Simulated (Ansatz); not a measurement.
```yaml
atoms:
  - { symbol: S, position_ang: [0.0108, -0.0184, -0.9068] }
  - { symbol: S, position_ang: [-0.0294, -0.0252, 0.9204] }
```

Basis set: def2-TZVP (spherical functions). Correlated methods keep 10 orbitals frozen. Charge 0, multiplicity 3.

Computed with Ansatz (development build ahead of 0.2.0); each method stands on the lowest determinant of its kind that the runs found.

(1) Give the atomization energy at this shape (free ground-state atoms in the same class of orbitals less the molecule, no zero-point energy) of triplet S2 by UHF-MP2, UHF.

Results:

(1)

```csv
method,atomization energy
UHF-MP2,98.25 kcal/mol
UHF,50.76 kcal/mol
```
